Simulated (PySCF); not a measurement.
**Question.** Give a GFN2-xTB geometry of InChI=1S/C8H14/c1-7(2)8-5-3-4-6-8/h3-4,7-8H,5-6H2,1-2H3.

**Answer.** 
```xyz
22
C8H14 angstrom
C     -2.0214   -0.5924    0.8491
C     -1.0510    0.4101    0.2256
C     -1.7352    1.1231   -0.9402
C      0.2318   -0.2874   -0.2387
C      0.9961   -1.0051    0.8936
C      2.4375   -0.8086    0.5324
C      2.5883    0.0996   -0.4142
C      1.2739    0.6710   -0.8533
H     -2.2884   -1.3587    0.1242
H     -2.9329   -0.0895    1.1654
H     -1.5826   -1.0780    1.7164
H     -0.7837    1.1564    0.9835
H     -1.0887    1.8828   -1.3712
H     -2.6505    1.6058   -0.6038
H     -1.9924    0.4085   -1.7195
H     -0.0390   -1.0314   -0.9953
H      0.7956   -0.5374    1.8627
H      0.7316   -2.0600    0.9722
H      3.2239   -1.3476    1.0323
H      3.5203    0.4410   -0.8317
H      1.1936    0.7338   -1.9391
H      1.1628    1.6833   -0.4515
```

Any rigid rotation of these coordinates is as good. Atoms count from 1 in this order. The 5-membered ring C4–C5–C6–C7–C8 has internal angles of 103.8° to 111.9° (sum 536°, against 540° for a flat polygon); it is puckered, 0.09 Å rms from its mean plane, widest ring torsion 20°. The 8 C–C bonds span 1.321 Å (C6=C7, drawn double) to 1.543 Å (C4–C8, drawn single), a spread of 0.222 Å. Of the pairs four or more bonds apart, C8···H13 is among the closest relative to their van der Waals radii: 2.71 Å, 93 % of the sum of Bondi's values.

Bonds between heavy atoms (Å): C1–C2 1.528, C2–C3 1.528, C2–C4 1.532, C4–C5 1.543, C5–C6 1.499, C6=C7 1.321, C7–C8 1.499, C4–C8 1.543.

Computed geometry: GFN2-xTB, gas phase.

Point group: Cs (every atom within 0.08 Å of its image). Not checked by GFN2-xTB frequencies. One conformer, not necessarily the lowest (C1–C2–C4–C5 -59°, C2–C4–C5–C6 -144°, C4–C5–C6–C7 13°, C6–C7–C8–C4 -13°, C2–C4–C8–C7 144°).
